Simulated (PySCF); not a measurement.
**EPR parameters of C7H7**

Species: C7H7 (doublet state).
Geometry (PBE0-D3(BJ)/def2-SVP, Å), atoms numbered from 1 in this order:
```
atom  x, y, z in Å
C1     0.7724    1.5170   -0.2862
C2     1.6880    0.5387   -0.1990
C3     1.3509   -0.7438    0.4003
C4     0.1247   -1.3052    0.3287
C5    -0.9673   -0.7350   -0.5378
C6    -1.4240    0.5716    0.0403
C7    -0.5866    1.6403    0.0886
H8     2.7305    0.7286   -0.4831
H9     2.1412   -1.2599    0.9570
H10   -0.0822   -2.2149    0.9014
H11   -0.5627   -0.5570   -1.5529
H12   -1.8035   -1.4410   -0.6278
H13   -2.4371    0.6610    0.4472
H14   -0.9456    2.5988    0.4789
```

As a line formula: `C1=CCC=C[C]=C1` [radical].

Theory: PySCF 2.14.0, UKS B3LYP, IGLO-III on C, pcH-1 on H, non-relativistic, mean-field spin-orbit, GIAO. Isolated species at its PBE0-D3(BJ)/def2-SVP geometry (one conformer only). Stability of the SCF solution: not tested.

- g1, g2, g3: 2.00168, 2.00219, 2.00275
- g_iso: 2.00221
- Form of g: rhombic: the two nearest values differ by 48 % of g3 − g1
- ⟨S²⟩: 0.7679 (exact 0.7500)
- Total energy: -270.93360 Eh
- Basis functions: 315

Isotropic coupling and dipolar principal values T1 to T3, in mT (MHz turned into mT with g_iso):

```
atom  isotope  a_iso     T1     T2    T3  Mulliken spin population
  C1      13C  11.08  -2.77  -1.96  4.73                      0.96
  C2      13C   0.01  -0.72   0.10  0.62                     -0.12
  C3      13C   2.43  -0.26  -0.05  0.31                      0.07
  C4      13C   0.02  -0.30   0.13  0.17                     -0.05
  C5      13C  -0.14  -0.03   0.00  0.03                     -0.01
  C6      13C   1.90  -0.51  -0.33  0.84                      0.17
  C7      13C   0.36  -0.58   0.01  0.57                     -0.09
  H8       1H   2.99  -0.22  -0.20  0.42                      0.03
  H9       1H   0.48  -0.10  -0.09  0.18                      0.01
 H10       1H   0.27  -0.06   0.02  0.04                      0.00
 H11       1H   0.45  -0.12  -0.05  0.17                      0.01
 H12       1H  -0.01  -0.06  -0.04  0.10                      0.00
 H13       1H   0.22  -0.24  -0.06  0.30                      0.00
 H14       1H   1.36  -0.23  -0.14  0.37                      0.01
```

The Mulliken spin populations are largest on C1 (+0.96), C6 (+0.17), C2 (-0.12) and C7 (-0.09).

Under fast tumbling the dipolar parts average out, and these isotropic splittings remain: 1 × 1H (H8, I = 1/2, 2 lines) with 2.99 mT, 1 × 1H (H14, I = 1/2, 2 lines) with 1.36 mT, 1 × 1H (H9, I = 1/2, 2 lines) with 0.48 mT, 1 × 1H (H10, I = 1/2, 2 lines) with 0.27 mT, 1 × 1H (H13, I = 1/2, 2 lines) with 0.22 mT and 2 × 1H (H11/H12, I = 1/2, 3 lines) with 0.22 mT.

Nuclei that the bonding pattern makes equivalent are averaged, as if the motion that swaps them (rotation, inversion, ring flip) were fast. The 1H value of +6.2 MHz is a mean of couplings from -0.2 to 12.6 MHz in this one geometry, not an average over conformers.

The 13C coupling of C1 (310.5 MHz) shows only in satellite lines or after enrichment, since that isotope makes up about 1.07 % of natural carbon.
